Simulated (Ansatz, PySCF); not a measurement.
C₃H₈N, SMILES C[C](C)N, multiplicity 2. Atoms are numbered in the order given.

```xyz
12

C     -1.1980    -0.8447     0.1671
C      0.0166     0.0261     0.1707
C      1.3729    -0.5272    -0.1263
N     -0.1773     1.3988    -0.0417
H     -0.9827    -1.8281     0.6131
H     -1.5918    -1.0302    -0.8577
H     -2.0196    -0.3893     0.7478
H      1.5050    -1.5207     0.3297
H      2.1688     0.1283     0.2692
H      1.5618    -0.6413    -1.2177
H      0.5563     1.8752    -0.5574
H     -1.0984     1.6702    -0.3719
```
Charge 0, spin multiplicity 2.

Geometry: ωB97X-D3(BJ)/def2-SVP. The isomer is the one that the SMILES or the coordinates give; other isomers of the formula were not compared. One conformer was computed; it need not be the lowest.

Two levels are set side by side: PBE-D3(BJ)/def2-SVP (Ansatz, a first-principles code) and ωB97X-D3(BJ)/def2-SVP (PySCF). Each level has its own optimised geometry; the coordinates shown are those of the second. Frequencies come from the Hessian of PySCF at each geometry. Differences are taken from unrounded values.

```csv
quantity,ωB97X-D3(BJ)
mean bond length (Å),1.187
bond C1–C2 (Å),1.495
bond C2–C3 (Å),1.495
bond C2–N4 (Å),1.403
bond C1–H5 (Å),1.101
bond C1–H6 (Å),1.113
bond C1–H7 (Å),1.104
bond C3–H8 (Å),1.101
bond C3–H9 (Å),1.104
bond C3–H10 (Å),1.113
bond N4–H11 (Å),1.015
bond N4–H12 (Å),1.015
highest harmonic wavenumber (cm⁻¹),3682
mean harmonic wavenumber (cm⁻¹),1558
zero-point energy (kcal/mol),66.81
```

Problem. What does PBE-D3(BJ) give, and how far is it from ωB97X-D3(BJ)? (Estimate from the structure and the level; the computed values follow.)

Solution. 
| quantity | PBE-D3(BJ) | PBE-D3(BJ) minus ωB97X-D3(BJ) |
|---|---|---|
| mean bond length (Å) | 1.194 | 0.006 |
| bond C1–C2 (Å) | 1.490 | -0.004 |
| bond C2–C3 (Å) | 1.490 | -0.004 |
| bond C2–N4 (Å) | 1.404 | 0.002 |
| bond C1–H5 (Å) | 1.108 | 0.007 |
| bond C1–H6 (Å) | 1.126 | 0.012 |
| bond C1–H7 (Å) | 1.113 | 0.009 |
| bond C3–H8 (Å) | 1.108 | 0.007 |
| bond C3–H9 (Å) | 1.113 | 0.009 |
| bond C3–H10 (Å) | 1.126 | 0.012 |
| bond N4–H11 (Å) | 1.025 | 0.010 |
| bond N4–H12 (Å) | 1.025 | 0.010 |
| highest harmonic wavenumber (cm⁻¹) | 3524 | -158 |
| mean harmonic wavenumber (cm⁻¹) | 1495 | -62 |
| zero-point energy (kcal/mol) | 64.13 | -2.68 |

GGA bonds tend to be longer and softer than those of functionals with exact exchange. Differences between two approximate levels are no errors against the true value.
